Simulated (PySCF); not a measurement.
# Peak assignment

Atoms are numbered as in `[CH3:1][C@@H:2]([O:3][SiH3:4])[C@@H:5]([F:6])[C:7](=[O:8])[OH:9]`; H(Xn) means a hydrogen on atom n.

- GIAO PBE0/pcSseg-1 shieldings
- coordinates at the GFN2-xTB level
- program: PySCF
- relativity neglected, single conformer, no solvent model, averaged over atoms made equivalent by symmetry, fast rotation or ring inversion

Shifts are taken against calculated references (same method and geometry level): 13C (σref 186.93), 1H (σref 31.72) vs TMS.

Task: Assign these signals to the numbered atoms. 13C{1H} NMR (computed): δ 173.0 (C), 99.7 (CH), 75.2 (CH), 21.0 (CH3).

Result: 
| δ (ppm) | atoms | environment | reason |
| --- | --- | --- | --- |
| 173.0 | C7 | carboxylic acid carbon | it is a carbonyl in resonance with an O or N lone pair, the region of acids, esters and amides |
| 99.7 | C5 | sp3 CH bonded to F, α to a carbonyl | deshielded by the electronegative neighbour |
| 75.2 | C2 | sp3 CH bonded to O | pulled downfield by the heteroatom |
| 21.0 | C1 | methyl carbon | saturated and bonded to C and H only |

Task: Assign these signals to the numbered atoms. 1H NMR (400 MHz, computed): δ 6.32 (br s, 1H), 4.89 (s, 3H), 4.62 (m, 1H), 4.00 (m, 1H), 1.46 (d, 3H).

Result: 
6.32 → H(O9), hydrogen on an acid hydroxyl oxygen: labile proton, position sensitive to the medium
4.89 → H(Si4), hydrogen on a silicon bonded to O
4.62 → H(C5), hydrogen on an sp3 CH bonded to F, α to a carbonyl: its carbon carries F, an electronegative neighbour
4.00 → H(C2), hydrogen on an sp3 CH bonded to O: its carbon carries O, which withdraws density
1.46 → H(C1), hydrogen on a methyl carbon

The OH or NH signal is concentration- and solvent-dependent in practice; the value given is the gas-phase one. Splittings by 19F in the carbon and heteronuclear signals aren't shown, as no couplings were computed. Shifts are as computed. Against solution values, carbons near 30 ppm lie about +3 ppm off and those near 130 ppm about +5 ppm. Of 1309 compounds with measured shifts, 239 miss one by over three times the rms of a fit or turn the order of signals round; such compounds aren't used in these exercises. The C=O carbon of an acid or of an amide with N–H lies up to 10 ppm further downfield in solution, through hydrogen bonding that the calculation lacks. Multiplicities follow the n + 1 count of equivalent neighbours, as no J values were calculated; m marks all less simple cases, F and P coupling included.
